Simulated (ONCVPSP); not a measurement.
## Before and after: ONCV potential for aluminium

| Property | Result |
| --- | --- |
| Element | aluminium |
| Generator | ONCVPSP 4.0.1 |
| Type | optimised norm-conserving Vanderbilt (ONCV) |
| Functional | PBEsol |
| Relativity | scalar-relativistic |
| Frozen core | [Ne] |
| Valence charge | 3 |
| Reference configuration | 3s2 3p1 |
| Partial waves | 3s: rc 2.15 bohr, ncon 4, nbas 9, qcut 2.7 1/bohr, 2 projectors, debl 1.5 Ha; 3p: rc 2.85 bohr, ncon 4, nbas 8, qcut 3.4 1/bohr, 2 projectors, debl 2.1 Ha |
| Local potential | polynomial inside 1.70 bohr (lpopt 1, dvloc0 -1 Ha) |
| Core correction | Teter function fitted to the true core (icmod 2), fcfact 0.75 |

All-electron outer shells of the reference configuration (PBEsol, scalar-relativistic, ld1.x):

| shell | level (eV) | outermost node (bohr) | outermost maximum (bohr) |
| --- | --- | --- | --- |
| 2s | -107.85 | 0.16 | 0.50 |
| 2p | -69.54 | – | 0.43 |
| 3s | -7.71 | 0.80 | 2.09 |
| 3p | -2.69 | 0.82 | 2.64 |

Change: local potential polynomial inside 1.70 bohr (lpopt 1, dvloc0 4.5 Ha).

Cutoffs: the cutoffs (Ha) at which the residual kinetic energy of the hardest occupied pseudo-wave falls to 1 and 0.1 mHa per electron; they do not see the model core or the augmentation charge, which bear on the density cutoff. Errors are all-electron minus pseudo energies relative to the spin-unpolarised reference configuration.

Question: How do hardness, ghosts and transferability respond?

Answer: The potential gets neither clearly harder nor softer (8.4 Ha and 45 Ha → 8.4 Ha and 45 Ha); the lowest positive-energy flag moves from s at 109.7 eV to p at 50.8 eV; the errors of the 4 common tests hardly move; the range in which the p phases agree narrows (upper end 3.9 → 1.1); neither file shows a bound ghost.

```tsv
quantity	base	changed
cutoff, loose	8.4 Ha	8.4 Ha
cutoff, tight	45 Ha	45 Ha
bound ghosts	none	none
GHOST(+) flags under 300 eV	s at 109.7 eV	p at 50.8 eV
error for 3s2 3p0, meV [ΔE 5.74 eV]	-0.3	-0.3
error for 3s1 3p0, meV [ΔE 24.91 eV]	+0.5	+0.6
error for 3s2 3p0.5, meV [ΔE 2.07 eV]	-0.2	-0.1
error for 3s1 3p2, meV [ΔE 5.12 eV]	-7.3	-7.3
s: phases at 2.18 bohr within 0.05 rad from the reference energy up to (Ha; the scan ends near 5)	2.5	2.8
p: phases at 2.89 bohr within 0.05 rad from the reference energy up to (Ha; the scan ends near 5)	3.9	1.1
rms error of d²Exc/dni dnj with the model core, mHa	0.28	0.28
```
